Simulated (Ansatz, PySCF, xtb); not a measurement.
Breaking a bond: OLi (cation, charge +1), lowest triplet found (which spin is the ground state isn't settled by this scan).

Levels of theory: UMP2/6-31G* = unrestricted MP2 (frozen core)/6-31G*, spherical d (PySCF); GFN1-xTB (xtb); UCCSD(T) = CCSD(T) on UHF/aug-cc-pVDZ, frozen core run with Ansatz (a program for electronic structure); UMP2 = Ansatz with MP2 on UHF/aug-cc-pVDZ, frozen core.

Energies are in kJ/mol, each relative to the lowest point of its own curve between 1.68 and 2.44 Å, where full CI is lowest.

| R / Å | UMP2/6-31G* | GFN1-xTB | UCCSD(T) | UMP2 |
|---|---|---|---|---|
| 1.41 | 235.6 | 73.4 | 216.2 | 213.7 |
| 1.51 | 139.8 | 34.8 | 128.9 | 126.9 |
| 1.62 | 75.2 | 13.4 | 69.3 | 67.7 |
| 1.68 | 52.1 | 7.2 | 47.7 | 46.4 |
| 1.77 | 28.4 | 2.1 | 25.5 | 24.5 |
| 1.83 | 17.9 | 0.6 | 15.6 | 14.9 |
| 1.89 | 10.6 | 0.0 | 8.8 | 8.3 |
| 1.97 | 4.4 | 0.2 | 3.2 | 2.9 |
| 2.02 | 2.1 | 0.8 | 1.2 | 1.1 |
| 2.08 | 0.5 | 1.8 | 0.0 | 0.0 |
| 2.19 | 0.0 | 4.2 | 0.1 | 0.3 |
| 2.29 | 1.3 | 7.0 | 1.9 | 2.1 |
| 2.44 | 5.1 | 11.5 | 6.0 | 6.3 |
| 2.61 | 10.6 | 16.6 | 11.4 | 11.7 |
| 2.86 | 18.9 | 23.2 | 19.1 | 19.3 |
| 3.10 | 26.1 | 28.5 | 25.3 | 25.3 |
| 3.45 | 34.5 | 34.9 | 32.0 | 31.9 |
| 3.79 | 40.4 | 39.7 | 36.5 | 36.3 |
| 4.28 | 45.5 | 44.5 | 40.4 | 40.1 |
| 4.81 | 48.4 | 47.6 | 42.8 | 42.4 |
| 5.64 | 51.1 | 49.6 | 44.8 | 44.4 |
| 6.64 | 52.8 | 50.4 | 46.0 | 45.5 |

At the longest distance, 6.64 Å, UMP2/6-31G* lies highest above its minimum (52.8 kJ/mol) and UMP2 lowest (45.5 kJ/mol).
